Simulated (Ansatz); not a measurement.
One change: `CCCBO` becomes `CCCCC`.

Ansatz, PBE0-D4/def2-TZVP geometries, multiplicity 1. Each molecule was computed in one conformer, which needn't be the lowest.

| property | `CCCBO` |
| --- | --- |
| LUMO energy (PBE/def2-TZVPP) / eV | -0.74 |
| HOMO–LUMO gap (ωB97M-V/def2-TZVPP) / eV | 12.74 |
| HOMO energy (PBE0/def2-TZVPP) / eV | -8.28 |
| LUMO energy (PBE0/def2-TZVPP) / eV | 0.28 |
| LUMO energy (B3LYP/def2-TZVPP) / eV | 0.03 |
| size of the dipole moment (ωB97M-V/def2-TZVPP) / D | 1.95 |

(1) Give the same properties after the change, and the shifts. (An estimate is asked.)

## Answers

(1) Ansatz gave: 
```csv
property,`CCCCC`,shift
LUMO energy (PBE/def2-TZVPP) / eV,0.49,1.23
HOMO–LUMO gap (ωB97M-V/def2-TZVPP) / eV,13.74,1.00
HOMO energy (PBE0/def2-TZVPP) / eV,-8.74,-0.46
LUMO energy (PBE0/def2-TZVPP) / eV,1.28,1.00
LUMO energy (B3LYP/def2-TZVPP) / eV,0.94,0.91
size of the dipole moment (ωB97M-V/def2-TZVPP) / D,0.07,-1.88
```

With PBE0 the HOMO falls by 0.46 eV and the LUMO rises by 1.00 eV, so the gap widens by about 1.46 eV. PBE moves the HOMO by -0.51 eV and ωB97M-V by -0.45 eV. Dipoles are sizes alone; their direction can turn.

B3LYP here is the variant with VWN-RPA as its local correlation; programs differ in this.
